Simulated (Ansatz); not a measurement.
CH₄Si, triplet, at a GFN2-xTB geometry (a higher spin typed on purpose: for a closed-shell molecule this is an excited state); B3LYP/def2-SVP (Ansatz, a program for electronic structure).

Ansatz was given this input:
Ansatz 0.2 input:
```yaml
crystal:
  periodic: [false, false, false]
  atoms:
    - {symbol: C, position_ang: [-1.22457873, -0.01906345, 0.10161874]}
    - {symbol: Si, position_ang: [0.60420578, -0.02543801, -0.11297354]}
    - {symbol: H, position_ang: [-1.69682545, 0.42945428, 0.96288896]}
    - {symbol: H, position_ang: [-1.91155677, -0.45255228, -0.60381101]}
    - {symbol: H, position_ang: [1.31358307, -0.81023062, 0.89257812]}
    - {symbol: H, position_ang: [1.18339064, 1.30384147, -0.27973891]}
basis:
  gaussian:
    orbitals: def2-SVP
    final_grid: {core_spheres: 10, valence_spheres: 20, degree: 41}
hamiltonian:
  xc: b3lyp
magnetization: {spin_polarized: true, initial_magnetization: 2}
```

The log (banner, timings and long lists left out):

```
Functional definition: B3LYP
520 factors; integrals over basis functions are off by at most 1.7e-3 eV
mean field evaluation 1: about -8970.8462 eV, gradient 2.3e1 eV
mean field evaluation 2: about -8969.6331 eV, gradient 2.7e1 eV
mean field evaluation 4: about -8973.8025 eV, gradient 4.0e-1 eV
mean field evaluation 8: about -8973.8464 eV, gradient 3.4e-2 eV
mean field evaluation 16: about -8973.8464 eV, gradient 2.6e-5 eV
mean field -8973.84644237 eV, -329.7827740653 hartree, gradient 2.6e-5 eV, S^2 2.003542; 0 other end points of the search recorded, 0 dependent functions left out
reference -8973.84664982 eV, -329.7827816893 hartree; 13, 11 occupied and 39, 41 virtual orbitals, 520 factors
Total energy: -8973.84664982 eV, -329.7827816893 hartree
```
